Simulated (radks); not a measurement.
V I, 23 electrons, occupied as [Ar] 3d1 4s2 4p2 (not the ground configuration). All-electron calculation, scalar-relativistic Kohn-Sham, PBE, spin-unpolarised, spherical densities, point nucleus. Program: a radial shooting solver on a logarithmic mesh with Libxc functionals.

Normalised radial functions P(r) = r R(r), r in bohr:

r              3p      3d
0.003271   0.0016  0.0000
0.004293   0.0027  0.0000
0.005681   0.0046  0.0000
0.007456   0.0076  0.0000
0.009787   0.0126  0.0001
0.01285    0.0208  0.0002
0.01686    0.0339  0.0004
0.02213    0.0547  0.0009
0.02929    0.0878  0.0019
0.03844    0.1357  0.0041
0.05045    0.2032  0.0084
0.06623    0.2919  0.0171
0.08693    0.3966  0.0336
0.1141     0.4998  0.0637
0.1498     0.5659  0.1157
0.1982     0.5395  0.2020
0.2601     0.3663  0.3255
0.3414     0.0267  0.4865
0.4481    -0.4258  0.6666
0.5882    -0.8535  0.8284
0.7721    -1.0841  0.9181
1.022     -1.0124  0.8853
1.341     -0.7147  0.7331
1.76      -0.3769  0.5156
2.31      -0.1440  0.3053
3.032     -0.0372  0.1462
3.98      -0.0058  0.0529
5.266     -0.0004  0.0128
6.912     0.0000  0.0020
9.073     0.0000  0.0002
11.91     0.0000  0.0000

3p: eigenvalue -57.572 eV, 1 radial node at r = 0.347 bohr, <r> = 0.980 bohr, 90 % of the charge inside 1.50 bohr. 3d: eigenvalue -16.932 eV, 0 radial nodes, <r> = 1.15 bohr, 90 % of the charge inside 1.92 bohr.
